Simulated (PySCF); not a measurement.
Calculation: PBE-D3(BJ)/def2-TZVP // B3LYP-D3(BJ)/def2-TZVP (PySCF). Gas-phase values, no solvent. One relaxed conformer stands for a flexible species; it need not be the lowest. Excitations are Tamm–Dancoff values on a coarser integration grid. The basis has no diffuse functions, so Rydberg states are missing or too high.

Reference species (SMILES): `N=C=CO` (neutral, multiplicity 1).

HOMO–LUMO gap: 2.94 eV
S1–T1 gap (TDA): 0.53 eV

Changed species: `[H]/N=C1\CO1`.

Question: Predict the effect on the HOMO–LUMO gap and S1–T1 gap (TDA).

Answer: the HOMO–LUMO gap increases by 2.89 eV, to 5.83 eV; the S1–T1 gap (TDA) rises by 0.22 eV, to 0.75 eV.
